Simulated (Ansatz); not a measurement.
Consider the homolysis of the Ga–O bond: `C[O][Ga]([OH])[Br]` → `C[O][Ga][Br]`• + `[OH]`•.

Computed with Ansatz on PBE0-D4/def2-TZVP structures; ΔE is electronic, products minus reactants. CCSD(T)/CBS is the MP2 limit (def2-TZVPP, def2-QZVPP) plus CCSD(T) − MP2 in def2-TZVPP, frozen cores. This one scheme is used for every species. Functionals use def2-TZVPP. B3LYP here is the variant with VWN-RPA as its local correlation; programs differ in this. HSE06 is defined as in plane-wave codes. Open shells (•) are unrestricted, without spin–orbit coupling. For Br, Ga outer-core shells are correlated without core-valence functions, which leaves a few kJ/mol of doubt a bond. Scalar relativity is left out up to krypton. Each species was taken in one conformer, which may not be the lowest.

```tsv
level	ΔE (kJ/mol)	difference from CCSD(T)/CBS
LDA (SPW92)	503.7	45.8
PBE-D4	426.3	-31.6
revPBE-D4	408.2	-49.7
r2SCAN-D4	420.1	-37.8
B97M-V	425.4	-32.5
PBE0-D4	421.9	-36.0
B3LYP-D4	413.0	-44.9
r2SCANh-D4	417.0	-40.9
r2SCAN0-D4	412.7	-45.2
HSE06-D4	421.9	-36.0
BHLYP-D4	405.2	-52.7
CAM-B3LYP-D4	430.2	-27.7
ωB97X-V	442.1	-15.8
ωB97M-V	435.0	-22.9
B2PLYP	428.7	-29.2
PBE-QIDH	441.7	-16.2
PBE	420.2	-37.7
revPBE	393.6	-64.3
BLYP	394.8	-63.1
r2SCAN	418.4	-39.5
PBE0	416.6	-41.3
B3LYP	403.3	-54.6
r2SCANh	415.3	-42.6
r2SCAN0	410.8	-47.1
CAM-B3LYP	424.6	-33.3
LC-ωPBE	437.3	-20.6
RPA@PBE/def2-TZVPP	412.0	-45.9
HF/def2-SVP	304.0	-153.9
MP2/def2-SVP	460.0	2.1
CCSD/def2-SVP	423.5	-34.4
CCSD(T)/def2-SVP	429.0	-28.9
HF/def2-TZVPP	300.7	-157.2
MP2/def2-TZVPP	476.8	18.9
SCS-MP2/def2-TZVPP	462.1	4.2
CCSD/def2-TZVPP	433.4	-24.5
CCSD(T)/def2-TZVPP	443.5	-14.4
HF/def2-QZVPP	301.3	-156.6
MP2/def2-QZVPP	485.3	27.4
SCS-MP2/def2-QZVPP	471.2	13.3
CCSD/CBS(def2)	447.8	-10.1
CCSD(T)/CBS	457.9	0
```

Largest T1 diagnostic among the species: 0.015.

At CCSD(T), def2-SVP lies −28.9 kJ/mol from the extrapolated value and def2-TZVPP −14.4 kJ/mol: correlation converges slowly with the basis, and small sets miss more of it in the bonded molecule than in its fragments. The D4 term adds +9.7 kJ/mol with B3LYP and +5.3 kJ/mol with PBE0; it sums over pairs of atoms, weighted by their polarisabilities, and B3LYP, whose exchange is more repulsive, gets the larger term. From PBE to PBE0 (25 % exact exchange), in def2-TZVPP and without D4, ΔE moves by −3.6 kJ/mol: exact exchange takes away binding that semilocal exchange gives to molecules.
